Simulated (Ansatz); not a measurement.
Gas-phase electronic energies from Ansatz, PBE0-D4/def2-TZVP geometries. CCSD(T)/CBS adds triple-zeta CCSD(T) − MP2 to the extrapolated MP2 energy (def2 sets, frozen cores). This one scheme is used for every species, atoms too. Functionals use def2-TZVPP. Open shells (•) are unrestricted, without spin–orbit coupling. Spin–orbit coupling would lower the free atoms: a little for C, Si; strongly for In. Elements past krypton have def2 core potentials. For In outer-core shells are correlated without core-valence functions, so the limit isn't a true one: a few kJ/mol of doubt a bond, and 10 to 20 or more in all where bonds break to atoms. One conformer a species, not always the lowest.

`[InH2][CH2]N1[SiH2][SiH2]1` → C• + 8 H• + In• + N• + 2 Si•  (atomization)

| level | ΔE (kJ/mol) | difference from CCSD(T)/CBS |
| --- | --- | --- |
| LDA (SPW92) | 4413.4 | 529.1 |
| BLYP-D4 | 3843.7 | -40.6 |
| r2SCANh-D4 | 3856.8 | -27.5 |
| B2PLYP | 3808.1 | -76.2 |
| revPBE | 3726.8 | -157.5 |
| BLYP | 3766.9 | -117.4 |
| r2SCAN | 3868.1 | -16.2 |
| r2SCAN0 | 3818.3 | -66.0 |
| BHLYP | 3738.2 | -146.1 |
| CAM-B3LYP | 3858.5 | -25.8 |
| CCSD/def2-SVP | 3546.8 | -337.5 |
| HF/def2-TZVPP | 2724.5 | -1159.8 |
| CCSD/def2-TZVPP | 3711.2 | -173.1 |
| CCSD(T)/def2-TZVPP | 3771.2 | -113.1 |
| HF/def2-QZVPP | 2733.5 | -1150.8 |
| SCS-MP2/def2-QZVPP | 3873.9 | -10.4 |
| CCSD(T)/CBS | 3884.3 | 0 |

Largest T1 diagnostic among the species: 0.015.

At CCSD(T), def2-SVP lies −292.6 kJ/mol from the extrapolated value and def2-TZVPP −113.1 kJ/mol: correlation converges slowly with the basis, and small sets miss more of it in the bonded molecule than in its fragments. From PBE to PBE0 (25 % exact exchange), in def2-TZVPP and without D4, ΔE moves by −39.2 kJ/mol: exact exchange takes away binding that semilocal exchange gives to molecules. The D4 term adds +58.7 kJ/mol with B3LYP and +31.1 kJ/mol with PBE0; it sums over pairs of atoms, weighted by their polarisabilities, and B3LYP, whose exchange is more repulsive, gets the larger term.

B3LYP here is the variant with VWN-RPA as its local correlation; programs differ in this.

For atomizations the MP2-based limit and the directly extrapolated one differ by several kJ/mol either way, and by 10 to 25 for some Ge, Se and Sn compounds, so smaller differences from it don't rank the levels.
